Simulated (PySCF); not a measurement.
Bonds (- single, = double, # triple, : aromatic): C1=C2 1.343 Å, C2-B3 1.548 Å, B3-P4 1.915 Å, B3-Cl5 1.766 Å. C1 carries H6, H7; C2 carries H8; P4 carries H9, H10. H6 is cis to B3; H7 is trans to B3.

Geometry: PBE0-D3(BJ)/def2-SVP; GIAO absolute shieldings from PySCF, gas phase, non-relativistic, averaged over equivalent atoms.

At PBE0/cc-pVDZ (103 basis functions, 10 s wall time on 1 thread of an Arm Neoverse V1, shared host):
```json
{"atoms": "C1", "σ (ppm)": "53.2"}
{"atoms": "C2", "σ (ppm)": "55.1"}
{"atoms": "B3", "σ (ppm)": "39.3"}
{"atoms": "P4", "σ (ppm)": "561.4"}
{"atoms": "Cl5", "σ (ppm)": "694.2"}
{"atoms": "H8", "σ (ppm)": "24.61"}
{"atoms": "H7", "σ (ppm)": "24.69"}
{"atoms": "H6", "σ (ppm)": "24.80"}
{"atoms": "H9/H10", "σ (ppm)": "28.44"}
```

**Question.** What do these become at B3LYP/pcSseg-2?

**Answer.** 
```csv
atoms,σ at B3LYP/pcSseg-2,change
C1,25.6,-27.6
C2,24.0,-31.1
B3,16.2,-23.1
P4,476.6,-84.8
Cl5,635.8,-58.4
H8,24.60,-0.01
H7,24.82,+0.13
H6,24.85,+0.05
H9/H10,28.36,-0.08
```

The largest change is at P4 (phosphorus bonded to B, 2 H). Cost: 264 basis functions, 53 s wall time on 1 thread of an Arm Neoverse N1, shared host.

A carbon bonded to boron is broadened by the quadrupolar boron nucleus and is often missing from a measured spectrum.
